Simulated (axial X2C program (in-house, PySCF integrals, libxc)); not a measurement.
## How long does ZrO⁺ take?

A bond scan computed with an axial X2C code built on PySCF integrals. Basis: Zr dyall-cv3z [11s12p9d6f3g], O dyall-av3z [7s6p3d2f] (cores contracted in-house).

The run was started with this input:
```json
{"zs": [40, 8], "q": 1, "bas": ["dyall-cv3z", "dyall-av3z"], "levels": ["PBE0", "HF", "PBE"], "cc": true, "r0": 1.84, "thr": -1.0, "nmax": 90, "npts": 10, "nst": 2, "ntry": 6}
```
```bash
python so2c.py task.json out
```

Keys: zs atomic numbers; q charge; bas basis sets; levels methods; cc coupled cluster on or off; r0 starting distance in Å; thr threshold in hartree for freezing inner shells (an s shell follows its p shell); nmax most natural virtual spinors; npts points on the curve; nst determinants followed; ntry starts of the search. HF also brings MP2.

Hardware: 1 thread of Intel(R) Xeon(R) Platinum 8175M CPU @ 2.50GHz (Skylake/Cascade Lake) (shared host).

Wall time of one point of each curve, integrals apart:

| Hamiltonian | level | points | seconds a point |
| --- | --- | --- | --- |
| spin-free | PBE0 | 10 | 1.5 |
| spin-free | HF | 10 | 1.2 |
| spin-free | CCSD(T) (9 electrons, 90 virtuals) | 7 | 9.4 |
| spin-free | PBE | 10 | 1 |
| 2c | PBE0 | 10 | 1.9 |
| 2c | HF | 10 | 1.8 |
| 2c | CCSD(T) (9 electrons, 90 virtuals) | 7 | 11 |
| 2c | PBE | 10 | 0.98 |

The rest:

Search with its distance optimisation 74 s, atoms 67 s, whole task 380 s. Coupled cluster runs on the points near the minimum only. The program drops outer points, and coupled cluster, when its time limit (not in the input) nears; MP2, further determinants and curves that did not converge are not in the table.
